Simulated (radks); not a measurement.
Results of a calculation; reference values are marked as such.
Initial-state core-level shifts of the zinc ion Zn3+ when its valence configuration changes from [Ar] 3d9. Level of theory: scalar-relativistic Kohn-Sham, r2SCAN, spin-polarised, spherical densities, finite nucleus; open shells are filled with parallel spins first; meta-GGA in the generalised Kohn-Sham scheme; Fermi nuclear charge, rms radius 3.9283 fm (a radial shooting solver on a logarithmic mesh with Libxc functionals). Shifts are changes of the shell-averaged eigenvalues in eV (positive: less bound); the change of the density at the nucleus, which sets a Mossbauer isomer shift, is in e/bohr^3, on a base of 2.53e+04.

| valence | 2s | 2p | 3s | 3p | density at nucleus |
|---|---|---|---|---|---|
| 3d7 4p2 | -26.054 | -25.925 | -21.685 | -21.145 | +9.572 |
| 3d7 4s1 4p1 | -24.705 | -24.574 | -20.305 | -19.772 | +31.778 |
| 3d7 4s2 | -23.663 | -23.534 | -19.240 | -18.723 | +52.744 |
| 3d8 4p1 | -12.635 | -12.570 | -10.768 | -10.504 | +4.353 |
| 3d8 4s0.5 4p0.5 | -11.932 | -11.865 | -10.036 | -9.776 | +14.341 |
| 3d6.5 4s1 4p1.5 | -31.750 | -31.590 | -25.855 | -25.183 | +35.935 |
| 3d8.5 4p0.5 | -6.228 | -6.195 | -5.368 | -5.238 | +2.072 |
| 3d7.5 4s1 4p0.5 | -17.860 | -17.760 | -14.784 | -14.391 | +27.920 |
| 3d8 4s1 | -11.225 | -11.157 | -9.305 | -9.048 | +24.528 |
